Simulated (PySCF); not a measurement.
Input of a response calculation (the driver script's job line, then coordinates in Å):

```
{"job": {"kind": "uv", "xc": "CAM-B3LYP", "basis": "def2-SVPD", "nstates": 8, "ntriplets": 3}, "charge": 0, "multiplicity": 1}
Si    -1.559447     0.532396     0.147269
C     -0.218335    -0.705459    -0.391249
Ge     1.603495    -0.195293     0.170083
Cl     2.194159     1.558752    -0.825467
H     -2.852717    -0.000843    -0.290347
H     -1.535714     0.653046     1.607610
H     -1.318584     1.835749    -0.470507
H     -0.224833    -0.807570    -1.476745
H     -0.439649    -1.689178     0.020534
H      1.719863     0.076618     1.655358
H      2.637185    -1.255549    -0.172504
```

The program printed, after the SCF cycles:

```
converged SCF energy = -2868.6405830500

Static polarisability (au): isotropic 82.589, principal 72.357 81.007 94.402

Singlet excitations
state   eV       nm        f      main configurations
  1   7.2656    170.6   0.01312   H->L 0.55, H->L+1 0.28
  2   7.3687    168.3   0.01871   H-1->L 0.50, H-1->L+1 0.35
  3   7.8103    158.7   0.02733   H->L+1 0.57, H->L 0.31
  4   8.0658    153.7   0.05131   H-1->L+1 0.34, H-1->L 0.25, H->L+2 0.17
  5   8.1230    152.6   0.14080   H->L+2 0.61, H-1->L+1 0.11, H-1->L 0.08
  6   8.3133    149.1   0.02093   H-1->L+2 0.67
  7   8.3957    147.7   0.00557   H-2->L 0.35, H-2->L+1 0.27, H->L+4 0.09
  8   8.5834    144.4   0.00102   H->L+4 0.43, H->L+3 0.15

Triplet excitations (Tamm-Dancoff, eV): 6.8608 6.9236 7.4091
```

Method: TDDFT CAM-B3LYP/def2-SVPD, vertical, gas phase, core orbitals frozen in the response in PySCF 2.14.0, density-fitted response routines. The structure is a single GFN2-xTB conformer in the gas phase; no vibrational or solvent corrections. Relativistic effects, spin–orbit coupling among them, are left out although an element past zinc is present.

(1) What transition dipole goes with state 5?

(2) What is the gap between the lowest singlet and the lowest triplet?

(3) Which orbital energies lie behind H and L?

(4) What is the total energy of state 7 at this geometry?

(5) How many basis functions and electrons does this run hold?

(6) Which species is it?

Answers

(1) |μ|² = 3f / (2ΔE) = 3 × 0.1408 / (2 × 0.2985) = 0.708 au, so |μ| = 2.14 D.

(2) 7.2656 − 6.8608 = 0.4048 eV (full response against Tamm–Dancoff).

(3) HOMO -9.80 eV and LUMO 0.78 eV, a gap of 10.57 eV; state 1 differs from that by -3.31 eV.

(4) -2868.64058 + 0.30854 = -2868.33204 hartree.

(5) 165 basis functions for 76 electrons in 38 doubly occupied orbitals.

(6) `[SiH3][CH2][GeH2][Cl]` (CH7ClGeSi), point group C1.

H and L stand for HOMO and LUMO.

Shape of the structure used: `[SiH3:1][CH2:2][GeH2:3][Cl:4]`: Si1–C2–Ge3–Cl4 -66°.
